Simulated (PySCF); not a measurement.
**Energy of Zn (zinc, neutral) between two integer charges**

The 4s beta orbital of [Ar] 3d10 4s2 is emptied in steps (occupation f), with all orbitals relaxed, ending at [Ar] 3d10 4s1. All numbers are calculated (PySCF 2.14, the spin-free X2C one-electron Hamiltonian (Gaussian nucleus), in aug-cc-pVTZ-DK). The exact energy is a straight line in f; departures are measured from the line between the end points of the same method.

```csv
f,UHF (eV),LDA (eV),PBE (eV)
1,0.000,0.000,0.000
0.9,0.030,-0.334,-0.327
0.7,0.066,-0.784,-0.770
0.5,0.074,-0.939,-0.924
0.3,0.059,-0.792,-0.782
0.1,0.024,-0.340,-0.337
0,0.000,0.000,0.000
```

```csv
method,E(f=0) − E(f=1) (eV),−ε at f=1 (eV),−ε at f=0.5 (eV)
UHF,7.780,8.125,7.760
LDA,9.914,6.217,9.892
PBE,9.602,5.981,9.566
```

Orbital energy along the path (eV):

```csv
f,UHF,LDA,PBE
1,-8.125,-6.217,-5.981
0.9,-8.036,-6.933,-6.678
0.7,-7.885,-8.396,-8.104
0.5,-7.760,-9.892,-9.566
0.3,-7.653,-11.408,-11.064
0.1,-7.561,-12.934,-12.592
0,-7.520,-13.699,-13.338
```

Reference removal energy between the ground levels: 9.394 eV (measured; NIST Atomic Spectra Database, ionization energies). UHF lacks correlation.
